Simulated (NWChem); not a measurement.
hydrogen telluride (H2Te); SMILES [TeH2]

Results from NWChem. The geometry was optimised at PBE0/def2-SVP. No frequency run checked for a minimum. def2 effective core potentials on Te; no spin-orbit coupling. Ions are spin-unrestricted doublets at the neutral geometry; other ion states weren't tried.

For level B3LYP/def2-SVP:

* **−ε(HOMO) (eV)**: 6.19

**Question.** How do the values read with level PBE/def2-SVP instead?

**Answer.** 
| Property | Result |
|---|---|
| −ε(HOMO) (eV) | 5.35 |
